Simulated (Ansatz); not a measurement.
Stepwise reaction of `[OH][Ga]([OH])[O][SiH3]` with hydrogen chloride, as a gas-phase model of exchange steps in deposition or etching. ΔE in kJ/mol.

Gas-phase electronic energies from Ansatz, PBE0-D4/def2-TZVP geometries. CCSD(T)/CBS is the MP2 limit (def2-TZVPP, def2-QZVPP) plus CCSD(T) − MP2 in def2-TZVPP, frozen cores. This one scheme is used for every species. DFT in def2-TZVPP. B3LYP here is the variant with VWN-RPA as its local correlation; programs differ in this. For Ga outer-core shells are correlated without core-valence functions, which leaves a few kJ/mol of doubt a bond. Scalar relativity is left out up to krypton. One conformer a species, not always the lowest.

```tsv
step	reaction	PBE-D4	B3LYP-D4	ωB97M-V	CCSD(T)/CBS
1	`[OH][Ga]([OH])[O][SiH3]` + HCl → `[OH][Ga]([Cl])[O][SiH3]` + H₂O	-59.0	-58.6	-59.6	-58.7
2	`[OH][Ga]([Cl])[O][SiH3]` + HCl → `[SiH3][O][Ga]([Cl])[Cl]` + H₂O	-55.0	-55.7	-56.4	-55.9
```

Task: By hand: ΔE of the 2 steps together at CCSD(T)/CBS.

Result: (-58.7) + (-55.9) = -114.6 kJ/mol, or -57.3 kJ/mol a step.

In ΔE the steps differ by no more than 2.8 kJ/mol. All are downhill at CCSD(T)/CBS. PBE-D4 differs from CCSD(T)/CBS by -0.3 to 0.9 kJ/mol a step. Isolated molecules leave out the surface, adducts and barriers. Largest T1 diagnostic: 0.014.
